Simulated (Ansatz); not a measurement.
Basis sets compared for N-butylpyridinium bromide, `CCCC[n+]1ccccc1.[Br-]`. Charge 0, multiplicity 1. Geometry r2SCAN-D4/def2-SVP. Ansatz on 4 threads of Arm Neoverse V1 on a shared host; times are rough, and most runs start from earlier orbitals.

```csv
atom,x (Å),y (Å),z (Å)
C1,3.607,-0.120,-1.346
C2,2.236,-0.779,-1.443
C3,1.175,-0.043,-0.628
C4,-0.193,-0.707,-0.755
N5,-1.214,-0.105,0.115
C6,-1.610,-0.774,1.248
C7,-2.670,-0.209,2.014
C8,-3.110,1.064,1.754
C9,-2.532,1.802,0.684
C10,-1.596,1.188,-0.107
H11,3.581,0.915,-1.724
H12,4.361,-0.670,-1.931
H13,3.954,-0.083,-0.301
H14,1.921,-0.837,-2.503
H15,2.301,-1.823,-1.087
H16,1.114,1.009,-0.963
H17,1.450,-0.028,0.441
H18,-0.562,-0.664,-1.795
H19,-0.120,-1.767,-0.471
H20,-1.445,-1.849,1.234
H21,-3.066,-0.801,2.841
H22,-3.900,1.511,2.363
H23,-2.835,2.827,0.465
H24,-1.134,1.676,-0.968
Br25,0.286,-0.733,2.865
```

Binding counts from free atoms (C triplet, N quartet, H doublet, Br doublet) in the same basis, without a counterpoise term.

```
           level  functions  energy (Eh)  HOMO (eV)  LUMO (eV)  binding per atom (eV)  wall time
 PBE-D4/def2-SVP        242   -2978.7871      -4.71      -2.33                   4.54      5.5 s
PBE0-D4/def2-SVP        242   -2978.9269      -5.65      -1.59                   4.46       11 s
```

Question: Estimate the rows for PBE-D4/def2-TZVP, PBE0-D4/def2-TZVP (with forces).

Answer: 
```tsv
level	functions	energy (Eh)	HOMO (eV)	LUMO (eV)	binding per atom (eV)	wall time
PBE-D4/def2-TZVP	442	-2979.5345	-4.95	-2.50	4.49	12 s
PBE0-D4/def2-TZVP (with forces)	442	-2979.6663	-5.83	-1.73	4.41	41 s
```
